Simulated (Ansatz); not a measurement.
**Question.** Name a neutral molecule of B, C, N and H with zero-point energy (PBE0-D4/def2-TZVP) between 136 and 152 kJ/mol and size of the dipole moment (PBE/def2-TZVPP) between 2.05 and 2.35 D (Ansatz, PBE0-D4/def2-TZVP geometry).

**Answer.** `BC1C=N1` (146.6 kJ/mol, 2.31 D). Other molecules can fit too; these were computed, each in one conformer that needn't be the lowest.
